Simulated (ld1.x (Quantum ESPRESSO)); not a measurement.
## Scattering properties, TM potential for P

ld1.x (Quantum ESPRESSO) 7.5 input, shortened:

```
&input
   title='P', zed=15., rel=1, dft='BLYP', iswitch=3,
   config='[Ne] 3s2 3p1.5 3d-2'
 /
 &inputp
   pseudotype=2, tm=.true., lloc=0,
   nlcc=.true.
 /
3
3P  2  1   1.50   0.00  1.80  1.80  0.0
3D  3  2  -2.00   0.30  1.55  1.55  0.0
3S  1  0   2.00   0.00  1.35  1.35  0.0
 &test
   configts(1)='3s2 3p1.5'
 /
```

The phase is arctan(r·u′/u) with u = r·R(r), unwrapped; energies in Ry, scanned from -4 to 5 Ry. A pole is an energy at which the radial function vanishes at the test radius. The pseudo phase is shifted by a multiple of π to meet the all-electron one at the reference energy, and phase errors are pseudo minus all-electron; the curves can meet again beyond the range given. Levels narrower than the energy grid can be missing from the lists of poles.

| channel | radius (bohr) | reference energy (Ry) | poles, all-electron | poles, pseudo | unbroken range about the reference energy with phases within 0.05 rad | phase error 1 Ry above the reference energy (rad) |
| --- | --- | --- | --- | --- | --- | --- |
| s | 1.96 | -2.08 | 0.21 | 0.14 | below 2.8 | -0.002 |
| p | 1.96 | -1.39 | 1.27 | 1.16 | below 3.4 | -0.004 |
| d | 1.96 | 0.30 | 2.20 | 2.23 | below 4.8 | +0.001 |

Phases in the p channel:

```json
{"E (Ry)": "-4.00", "all-electron": "1.189", "pseudo": "1.187"}
{"E (Ry)": "-3.76", "all-electron": "1.162", "pseudo": "1.160"}
{"E (Ry)": "-3.52", "all-electron": "1.130", "pseudo": "1.127"}
{"E (Ry)": "-3.28", "all-electron": "1.090", "pseudo": "1.087"}
{"E (Ry)": "-3.04", "all-electron": "1.039", "pseudo": "1.036"}
{"E (Ry)": "-2.80", "all-electron": "0.972", "pseudo": "0.969"}
{"E (Ry)": "-2.56", "all-electron": "0.881", "pseudo": "0.878"}
{"E (Ry)": "-2.32", "all-electron": "0.753", "pseudo": "0.750"}
{"E (Ry)": "-2.08", "all-electron": "0.566", "pseudo": "0.563"}
{"E (Ry)": "-1.84", "all-electron": "0.291", "pseudo": "0.290"}
{"E (Ry)": "-1.60", "all-electron": "-0.076", "pseudo": "-0.077"}
{"E (Ry)": "-1.36", "all-electron": "-0.467", "pseudo": "-0.467"}
{"E (Ry)": "-1.12", "all-electron": "-0.785", "pseudo": "-0.786"}
{"E (Ry)": "-0.88", "all-electron": "-1.008", "pseudo": "-1.010"}
{"E (Ry)": "-0.64", "all-electron": "-1.159", "pseudo": "-1.162"}
{"E (Ry)": "-0.40", "all-electron": "-1.265", "pseudo": "-1.269"}
{"E (Ry)": "-0.16", "all-electron": "-1.343", "pseudo": "-1.348"}
{"E (Ry)": "0.08", "all-electron": "-1.402", "pseudo": "-1.408"}
{"E (Ry)": "0.32", "all-electron": "-1.449", "pseudo": "-1.455"}
{"E (Ry)": "0.56", "all-electron": "-1.487", "pseudo": "-1.495"}
{"E (Ry)": "0.80", "all-electron": "-1.519", "pseudo": "-1.528"}
{"E (Ry)": "1.04", "all-electron": "-1.547", "pseudo": "-1.557"}
{"E (Ry)": "1.28", "all-electron": "-1.571", "pseudo": "-1.583"}
{"E (Ry)": "1.52", "all-electron": "-1.593", "pseudo": "-1.607"}
{"E (Ry)": "1.76", "all-electron": "-1.614", "pseudo": "-1.630"}
{"E (Ry)": "2.00", "all-electron": "-1.633", "pseudo": "-1.652"}
{"E (Ry)": "2.24", "all-electron": "-1.652", "pseudo": "-1.673"}
{"E (Ry)": "2.48", "all-electron": "-1.670", "pseudo": "-1.695"}
{"E (Ry)": "2.72", "all-electron": "-1.688", "pseudo": "-1.718"}
{"E (Ry)": "2.96", "all-electron": "-1.707", "pseudo": "-1.743"}
{"E (Ry)": "3.20", "all-electron": "-1.726", "pseudo": "-1.769"}
{"E (Ry)": "3.44", "all-electron": "-1.747", "pseudo": "-1.799"}
{"E (Ry)": "3.68", "all-electron": "-1.769", "pseudo": "-1.834"}
{"E (Ry)": "3.92", "all-electron": "-1.793", "pseudo": "-1.875"}
{"E (Ry)": "4.16", "all-electron": "-1.820", "pseudo": "-1.926"}
{"E (Ry)": "4.40", "all-electron": "-1.851", "pseudo": "-1.991"}
{"E (Ry)": "4.64", "all-electron": "-1.887", "pseudo": "-2.078"}
{"E (Ry)": "4.88", "all-electron": "-1.931", "pseudo": "-2.200"}
```
